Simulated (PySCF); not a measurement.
Compound: C5H14BP.
Numbering: `[CH3:1][C@H:2]1[CH2:3][C@H:4]([BH2-:5][PH3+:6])[CH2:7]1` (hydrogens: H8, H9, H10 on C1; H11 on C2; H12, H13 on C3; H14 on C4; H15, H16 on B5; H17, H18, H19 on P6; H20, H21 on C7)

All values: CAM-B3LYP/def2-SVPD (PySCF, non-relativistic), on one gas-phase PBE0-D3(BJ)/def2-SVP geometry that isn't relaxed in the solvent. The solvent is an IEF-PCM continuum (cavity from Bondi-type radii × 1.2), and excitations are vertical TDDFT with non-equilibrium linear response and a frozen core. The model holds no explicit solvent molecules, cavitation or dispersion.

Gas-phase singlets (H = HOMO, L = LUMO):

```json
{"state": "S1", "E (eV)": "7.147", "λ (nm)": "173", "f": "0.007", "leading configurations": "H→L 95%"}
{"state": "S2", "E (eV)": "7.261", "λ (nm)": "171", "f": "0.002", "leading configurations": "H→L+1 60%, H-1→L 28%"}
{"state": "S3", "E (eV)": "7.301", "λ (nm)": "170", "f": "0.046", "leading configurations": "H-1→L 60%, H→L+1 25%"}
{"state": "S4", "E (eV)": "7.323", "λ (nm)": "169", "f": "0.014", "leading configurations": "H-2→L 93%"}
{"state": "S5", "E (eV)": "7.425", "λ (nm)": "167", "f": "0.014", "leading configurations": "H-2→L+1 86%"}
```

Problem. Give the list for chloroform (ε = 4.711), n² = 2.09.

Solution. 
| state | E (eV) | λ (nm) | f | leading configurations | change by rank (eV) |
| --- | --- | --- | --- | --- | --- |
| S1 | 7.395 | 168 | 0.021 | H→L 64%, H→L+1 26% | +0.248 |
| S2 | 7.526 | 165 | 0.043 | H→L+1 54%, H→L 29% | +0.265 |
| S3 | 7.529 | 165 | 0.016 | H-1→L 72% | +0.228 |
| S4 | 7.587 | 163 | 0.084 | H-2→L 58%, H-2→L+1 31% | +0.264 |
| S5 | 7.605 | 163 | 0.033 | H-1→L+1 69%, H-1→L 10%, H-1→L+4 8% | +0.180 |

Problem. Give the list for methanol (ε = 32.61), n² = 1.77.

Solution. 
```csv
state,E (eV),λ (nm),f,leading configurations,change by rank (eV)
S1,7.413,167,0.023,"H→L 67%, H→L+1 21%",+0.266
S2,7.556,164,0.022,"H-1→L 66%, H-1→L+1 16%",+0.295
S3,7.627,163,0.084,"H-2→L 66%, H-2→L+1 22%",+0.326
S4,7.651,162,0.024,"H→L+1 67%, H→L 24%",+0.328
S5,7.697,161,0.029,"H-1→L+1 64%, H-1→L 22%",+0.272
```

Problem. The ground-state energy changes by -0.259 eV from gas to methanol. By how much does the total energy of gas-phase S3 change?

Solution. E(S3) = E(S0) + excitation energy, so it changes by -0.259 + 0.396 = +0.137 eV: it isn't lowered at all, while the ground state is. This is the vertical state, with the slow part of the continuum still set for S0.

Problem. How do the frontier levels move from gas to methanol?

Solution. 
```tsv
orbital	gas (eV)	solvent (eV)	change (eV)
LUMO+2	1.50	1.92	+0.42
LUMO+1	1.30	1.47	+0.17
LUMO	0.75	1.19	+0.44
HOMO	-8.92	-8.91	+0.01
HOMO-1	-9.13	-9.05	+0.08
HOMO-2	-9.19	-9.23	-0.04
HOMO-3	-9.76	-9.72	+0.04
```

The HOMO–LUMO gap goes from 9.67 to 10.10 eV. Rows go by rank; for LUMO, LUMO+1 and LUMO+2 the atom shares or the degeneracy differ between the runs, so the row needn't follow one orbital.

Shape of the structure used: `[CH3:1][C@H:2]1[CH2:3][C@H:4]([BH2-:5][PH3+:6])[CH2:7]1`: C3–C4–B5–P6 -52°.
